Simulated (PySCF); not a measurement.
Computed IR spectrum (relative IR intensity) of a molecule C2H4BNO. The structure is a stationary point at B3LYP-D3(BJ)/def2-SVP. One conformer was computed; it need not be the lowest. Calculation: B3LYP-D3(BJ)/def2-SVP in PySCF. Frequencies are harmonic and unscaled.

```csv
ν (cm⁻¹),relative intensity
943,2.7
956,3.3
1201,11
1318,6.8
1615,5.2
2464,100
2580,8.2
```

Problem. Pick the molecule that these values belong to.
A. OB1C=NC1
B. C#CB(N)O
C. CBN=C=O
D. CB1N=CO1

Solution. C, CBN=C=O
